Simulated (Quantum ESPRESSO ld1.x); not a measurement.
The tantalum ion Ta56+, 17 electrons, occupied as [Ne] 3s2 3p5. Calculated with ld1.x of Quantum ESPRESSO 7.5: scalar-relativistic Kohn-Sham, LDA (Slater exchange, Perdew-Zunger correlation), spin-polarised, spherical densities, point nucleus; open shells are filled with parallel spins first.

Normalised radial functions P(r) = r R(r), r in bohr:

```
   r/bohr * 3s down, o 3p up (the largest magnitude, 2.62, reaches the edge; | marks zero, & curves that meet)
0.0006875                             o  *
0.0007628                             o  *
0.0008532                             o  *
0.0009468                             o  *
 0.001059                             o   *
 0.001175                             o   *
 0.001314                             o   *
 0.001458                             o   *
 0.001631                             o    *
  0.00181                             o    *
 0.002024                             o     *
 0.002246                             o     *
 0.002513                             o     *
 0.002788                             |o     *
 0.003118                             |o     *
  0.00346                             |o      *
  0.00387                             |o      *
 0.004294                             |o       *
 0.004803                             |o       *
  0.00533                             | o      *
 0.005961                             | o       *
 0.006615                             | o       *
  0.00734                             |  o      *
  0.00821                             |  o      *
 0.009109                             |   o     *
  0.01019                             |   o     *
  0.01131                             |    o   *
  0.01265                             |     o  *
  0.01403                             |      o*
  0.01569                             |     * o
  0.01741                             |    *   o
  0.01948                             |  *      o
  0.02161                             |*         o
  0.02417                           * |           o
  0.02682                         *   |             o
     0.03                      *      |              o
  0.03329                    *        |               o
  0.03724                 *           |               o
  0.04132               *             |               o
  0.04621             *               |               o
  0.05128             *               |              o
  0.05736             *               |            o
  0.06364              *              |         o
  0.07062                 *           |      o
  0.07899                     *       |  o
  0.08765                          *o |
  0.09803                      o      |  *
   0.1088                 o           |        *
   0.1217           o                 |              *
    0.135       o                     |                   *
    0.151    o                        |                       *
   0.1676   o                         |                          *
   0.1874   o                         |                          *
   0.2079    o                        |                        *
   0.2326       o                     |                     *
   0.2581           o                 |                 *
   0.2887               o             |             *
   0.3203                   o         |         *
   0.3583                       o     |     *
   0.3975                         o   |   *
   0.4447                           o | *
   0.4934                            o|*
   0.5519                             &
   0.6123                             &
```

3s down: eigenvalue -6115.8 eV, 2 radial nodes at r = 0.0225, 0.0930 bohr, <r> = 0.191 bohr, 90 % of the charge inside 0.277 bohr. 3p up: eigenvalue -5708.2 eV, 1 radial node at r = 0.0842 bohr, <r> = 0.187 bohr, 90 % of the charge inside 0.277 bohr.
